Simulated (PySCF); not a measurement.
Molecular orbitals of TaH

PBE at R = 1.730 Å; Ta x2c-TZVPPall, H x2c-TZVPPall; spin-free X2C with a Gaussian nucleus (PySCF 2.14). State: quintet, unpaired electrons σ ↑, π ↑↑, δ ↑, a mixture of terms (⟨Lz²⟩ = 7.3). Only the outer orbitals are listed, counted within each symmetry.

```tsv
spin	orbital	occ.	ε (eV)	on Ta (%)	main shells (%)
α	13σ	1	-7.41	55	44 H s, 38 Ta s, 14 Ta d
α	3δ	1	-5.17	100	100 Ta f
α	7π	1	-5.15	100	100 Ta f
α	7π	1	-5.15	100	100 Ta f
α	14σ	1	-4.95	94	52 Ta s, 38 Ta d
α	4δ	1	-4.24	100	100 Ta d
α	8π	1	-3.91	99	99 Ta d
α	8π	1	-3.91	99	99 Ta d
α	4δ	0	-3.68	100	100 Ta d
α	15σ	0	-2.23	90	59 Ta p, 29 Ta d, 9 H s
α	9π	0	-1.59	100	99 Ta p
β	12σ	1	-38.14	99	99 Ta p
β	13σ	1	-6.76	42	58 H s, 22 Ta s, 16 Ta d
β	3δ	1	-4.72	100	100 Ta f
β	7π	1	-4.66	100	100 Ta f
β	7π	1	-4.66	100	100 Ta f
β	14σ	0	-3.05	99	70 Ta s, 26 Ta d
β	4δ	0	-2.04	100	100 Ta d
β	8π	0	-1.65	99	99 Ta d
```

Which are the highest filled and the lowest empty level, where do they sit, and how wide is the gap?

Highest filled α 8π at -3.91 eV (in %: 99 Ta d); lowest empty α 4δ at -3.68 eV (in %: 100 Ta d); the gap at PBE is 0.23 eV.

The bond order (Mayer) is 1.02, the ⟨S²⟩ is 6.011 and the charge on Ta (Mulliken, basis-dependent) is 0.13. The charge on Ta (Löwdin, basis-dependent) is 0.20 and the dipole moment (positive dipole means Ta(−)H(+)) is -1.73 D. The polarisability along the bond is 67.8 bohr³ and the polarisability across the bond is 67.7 bohr³.

Spin–orbit coupling is left out. The state is the lowest single determinant that the PBE0 search found; with open d or f shells the true ground state can be another one.
